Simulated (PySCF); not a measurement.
Electron correlation in Ca³⁺ (calcium, charge +3)

[Ne] 3s2 3p5, 2P determinant. All numbers are calculated (PySCF 2.14, scalar relativity by spin-free X2C-1e, in cc-pVDZ-X2C). Frozen: [Ne] 3s2; 5 electrons correlated.

Total MP2 correlation energy: -35.50 mhartree.

Same-spin part -11.36 and opposite-spin part -24.14 mhartree; SCS-MP2 scales them by 1/3 and 6/5 to -32.75 mhartree.

```tsv
level	correlation energy (mhartree)
CCSD	-41.40
(T)	-0.04
CCSD(T)	-41.44
```

Diagnostics: T1 = 0.0011, D1 = 0.0017, largest double amplitude 0.027.

Problem. Is a single reference adequate?

Solution. Yes: T1 lies below 0.03 and no double amplitude reaches 0.07.
